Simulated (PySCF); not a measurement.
From one molecule to another.

First species: C6H5P3S.
SMILES: `C#Cc1pcpc(SC)p1`

Second species: C11H14O.
SMILES with atom numbers: `[CH:1]#[C:2][c:3]1[cH:4][cH:5][o:6][c:7]1[C@H:8]([CH3:9])[CH:10]([CH3:11])[CH3:12]` (hydrogens: H13 on C1; H14 on C4; H15 on C5; H16 on C8; H17, H18, H19 on C9; H20 on C10; H21, H22, H23 on C11; H24, H25, H26 on C12)

Levels: B3LYP/def2-SVPD for dipole moment, HOMO energy, LUMO energy, HOMO–LUMO gap, static isotropic polarisability and electronic spatial extent ⟨r²⟩ about the centre of nuclear charge; TDDFT B3LYP/def2-SVPD for lowest singlet excitation; TDA B3LYP/def2-SVPD for lowest triplet excitation (Tamm–Dancoff); PBE0-D3(BJ)/def2-SVP for rotational constant A and rotational constant C. Geometries: PBE0-D3(BJ)/def2-SVP. Each structure is a single optimised conformer of the isolated species, non-relativistic unless stated; the electronic structure was computed with PySCF and density fitting.

Dipoles, sizes and rotational constants follow the conformer. The torsions of the flexible species, by atom-mapped SMILES:
- `[CH:1]#[C:2][c:3]1[p:4][cH:5][p:6][c:7]([S:8][CH3:9])[p:10]1`: P6–C7–S8–C9 0°
- `[CH:1]#[C:2][c:3]1[cH:4][cH:5][o:6][c:7]1[C@H:8]([CH3:9])[CH:10]([CH3:11])[CH3:12]`: O6–C7–C8–C9 -119°, C7–C8–C10–C11 -178°

Values for the first species:

- Dipole moment: 1.94 D
- HOMO energy: -6.23 eV
- LUMO energy: -2.89 eV
- HOMO–LUMO gap: 3.34 eV
- Lowest singlet excitation: 2.72 eV
- Lowest triplet excitation (Tamm–Dancoff): 2.11 eV
- Static isotropic polarisability: 187.0 au
- Electronic spatial extent ⟨r²⟩ about the centre of nuclear charge: 2729 bohr²
- Rotational constant A: 1.422 GHz
- Rotational constant C: 0.377 GHz

(1) Estimate the same properties for the second species, and the change in each.

## Answers

(1) 
```
                                                         property       first      second  second less first
                                                    dipole moment      1.94 D      0.28 D            -1.66 D
                                                      HOMO energy    -6.23 eV    -6.16 eV           +0.07 eV
                                                      LUMO energy    -2.89 eV    -0.53 eV           +2.36 eV
                                                    HOMO–LUMO gap     3.34 eV     5.63 eV           +2.29 eV
                                        lowest singlet excitation     2.72 eV     5.27 eV           +2.55 eV
                         lowest triplet excitation (Tamm–Dancoff)     2.11 eV     3.59 eV           +1.48 eV
                                  static isotropic polarisability    187.0 au    132.9 au           -54.1 au
electronic spatial extent ⟨r²⟩ about the centre of nuclear charge  2729 bohr²  2112 bohr²         -617 bohr²
                                            rotational constant A   1.422 GHz   1.227 GHz         -0.195 GHz
                                            rotational constant C   0.377 GHz   0.619 GHz         +0.242 GHz
```

On the first: In wavenumbers S1 is 21900 cm⁻¹ (1 eV = 8065.54 cm⁻¹). S1 lies 0.62 eV below the HOMO–LUMO gap; its leading configuration is HOMO→LUMO, weight 0.84.

On the second: The dipole matches unit charges of opposite sign 0.06 Å apart (1 e·Å = 4.8032 D). The vertical singlet–triplet gap S1 − T1 is 1.68 eV (TDDFT singlet less Tamm–Dancoff triplet; S1: HOMO→LUMO, weight 0.90; T1: HOMO→LUMO, weight 0.93).
